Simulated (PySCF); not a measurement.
# Fractional electron number in Tc⁺ (technetium, charge +1)

The 5s alpha orbital of [Kr] 4d5 5s1 is emptied in steps (occupation f), with all orbitals relaxed, ending at [Kr] 4d5. Computed with PySCF 2.14 in def2-TZVPPD with the def2 core potential (28 electrons), with a scalar-relativistic core potential. The exact energy is a straight line in f; departures are measured from the line between the end points of the same method.

| f | UHF (eV) | LDA (eV) | PBE (eV) |
| --- | --- | --- | --- |
| 1 | 0.000 | 0.000 | 0.000 |
| 0.75 | 0.036 | -0.645 | -0.647 |
| 0.5 | 0.046 | -0.860 | -0.867 |
| 0.25 | 0.034 | -0.644 | -0.654 |
| 0 | 0.000 | 0.000 | 0.000 |

| method | E(f=0) − E(f=1) (eV) | −ε at f=1 (eV) | −ε at f=0.5 (eV) |
| --- | --- | --- | --- |
| UHF | 14.288 | 14.482 | 14.284 |
| LDA | 15.985 | 12.548 | 15.989 |
| PBE | 15.686 | 12.253 | 15.667 |

Orbital energy along the path (eV):

| f | UHF | LDA | PBE |
| --- | --- | --- | --- |
| 1 | -14.482 | -12.548 | -12.253 |
| 0.75 | -14.380 | -14.264 | -13.947 |
| 0.5 | -14.284 | -15.989 | -15.667 |
| 0.25 | -14.195 | -17.710 | -17.416 |
| 0 | -14.111 | -19.402 | -19.187 |

Reference removal energy between the ground levels: 15.26 eV (semi-empirical (NIST evaluation); NIST Atomic Spectra Database, ionization energies). UHF lacks correlation.
